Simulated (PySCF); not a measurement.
# LiI and its ions

RHF; PySCF, scalar-relativistic core potentials, basis sets Li aug-cc-pVDZ, I aug-cc-pVDZ-PP with ECP28. Neutral (RHF): singlet (closed shell), Re = 2.442 Å, ωe = 482 cm⁻¹, De = 2.83 eV, HOMO -8.67 eV, LUMO -0.53 eV.

LiI⁻ (UHF): doublet (σ ↑), Re = 2.618 Å, ωe = 337 cm⁻¹. The energies at the minima are -302.19008 hartree for LiI and -302.21561 for LiI⁻.

**Question.** Work out the adiabatic electron affinity, without and with harmonic zero-point energies (1 hartree = 27.2114 eV, 1 eV = 8065.5 cm⁻¹), and the change of the bond length.

**Answer.** At HF: 0.02553 hartree = 0.695 eV between the minima; the zero-point term (482.0 − 337.0)/2 cm⁻¹ = +0.009 eV makes it 0.704 eV. Re changes by +17.6 pm against the neutral. The electron enters a σ orbital; in so polar a molecule the change of length follows mostly from the change of the ionic charges.

Spin–orbit coupling is left out, which matters for elements this heavy, above all for dissociation energies. Where the molecule has an RHF reference, its open-shell atoms are computed with UHF. Hartree–Fock leaves out correlation, which carries a large part of most bond energies and some tenths to 1 eV of ionisation energies. States were picked by a PBE0 search and need not be the measured ground states.

Neutral and ion stand on different kinds of reference determinant, which adds to the error of the difference.
